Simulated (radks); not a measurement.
Effect of the nuclear size on the indium ion In13+, [Kr]. All-electron calculation, Dirac Kohn-Sham, LDA (Slater exchange, Perdew-Wang correlation), spin-unpolarised, spherical densities, finite nucleus; Fermi nuclear charge, rms radius 4.6156 fm. Program: a radial shooting solver on a logarithmic mesh with Libxc functionals. The rms radius is varied about that value; shifts are against it.

| rms radius (fm) | total energy shift (eV) | density at nucleus (e/bohr^3) | 1s1/2 shift (meV) | 2s1/2 shift (meV) | 3p1/2 shift (meV) | 4s1/2 shift (meV) | 4p1/2 shift (meV) | 4p3/2 shift (meV) | 5s1/2 (empty) shift (meV) |
|---|---|---|---|---|---|---|---|---|---|
| 4.0294 | -0.863 | 1.777e+05 | -362 | -41.1 | 0.514 | -1.82 | 0.146 | 0.182 | -0.636 |
| 4.3479 | -0.407 | 1.757e+05 | -171 | -19.4 | 0.242 | -0.855 | 0.069 | 0.086 | -0.300 |
| 4.6156 | 0 | 1.741e+05 | 0.000 | 0.000 | 0.000 | 0.000 | 0.000 | 0.000 | 0.000 |
| 4.9202 | 0.488 | 1.725e+05 | 205 | 23.2 | -0.291 | 1.03 | -0.082 | -0.103 | 0.359 |
| 5.1741 | 0.915 | 1.712e+05 | 384 | 43.5 | -0.545 | 1.92 | -0.154 | -0.193 | 0.674 |

Slopes of the eigenvalues against <r^2> in GHz/fm^2, as finite differences over the two radii next to the reference (eigenvalue slopes, not the field-shift constants of lines): 1s1/2 17100, 2s1/2 1940, 3p1/2 -24.3, 4s1/2 85.8, 4p1/2 -6.87, 4p3/2 -8.61, 5s1/2 (empty) 30.0.
